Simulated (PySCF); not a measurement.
# PbH₄ + GeH₂ → PbH₂ + GeH₄

Level: PBE0 in the def2-TZVP basis family, computed in PySCF with density fitting; scalar-relativistic core potentials for atoms from Rb on, none lighter, no spin–orbit coupling; open shells unrestricted.

```csv
species,state and structure,E (Eh),ZPE (kJ/mol),H(298 K) − H(0) (kJ/mol),S° (J/(mol K))
PbH₄,"singlet, Td, Pb–H 1.750 Å (×4)",-195.19025,64.3,11.7,237.8
GeH₂,"singlet, C2v, Ge–H 1.594 Å (×2); H–Ge–H 90.6°",-2077.87561,28.7,10.0,220.6
PbH₂,"singlet, C2v, Pb–H 1.843 Å (×2); H–Pb–H 90.1°",-194.02333,23.8,10.2,237.7
GeH₄,"singlet, Td, Ge–H 1.534 Å (×4)",-2079.11846,77.8,10.7,217.5
```

Task: What is the electronic reaction energy?

Result: At PBE0/def2-TZVP, ΔE = -199.4 kJ/mol from the differences of the total energies times 2625.5, downhill. The heavier lead gives up the higher oxidation state, the inert-pair effect.

Task: Add zero-point, thermal and entropy terms for 298.15 K and 1 bar.

Result: ΔZPE = 8.6 and Δ[H(298) − H(0)] = -0.8 kJ/mol give ΔH° = -191.6 kJ/mol. ΔS° = -3.2 J/(mol K), so ΔG° = -191.6 − 298.15 × (-0.0032) = -191 kJ/mol.

Spin–orbit coupling is large for PbH₄, PbH₂ and is left out. The structures come from searches over a few start shapes, so lower isomers are not excluded.
